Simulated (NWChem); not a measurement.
System: SiHF3; SMILES [SiH](F)(F)F

The following NWChem deck was run.

```
start job
memory heap 200 mb stack 900 mb global 1100 mb
geometry units angstroms noautosym nocenter noautoz
  Si     0.000000     0.000000     0.327466
  F      1.443054    -0.384711    -0.243129
  F     -1.054697    -1.057366    -0.243129
  F     -0.388357     1.442077    -0.243129
  H      0.000000     0.000000     1.793609
end
basis spherical
  * library pcsseg-1
end
dft
  xc slater vwn_5
  iterations 150
end
property
  shielding 3 1 2 5
end
task dft property
```

Coordinates come from a PBE0/def2-SVP optimisation.

GIAO values for the isolated, static molecule; σ is the absolute isotropic shielding, δ = σ(reference) − σ with the isolated reference molecule computed at the same levels (19F: trichlorofluoromethane, 1H: tetramethylsilane, 29Si: tetramethylsilane).

Atoms are numbered as in the input.

Question: Predict the main results of this run. (LDA (Slater exchange, VWN5)/pcSseg-1, GIAO.) Quantities: δ Si1 (ppm); δ F2 (ppm); δ H5 (ppm).

Answer: 
```json
{
 "δ Si1 (ppm)": "-57.5",
 "δ F2 (ppm)": "-145.7",
 "δ H5 (ppm)": "4.98"
}
```
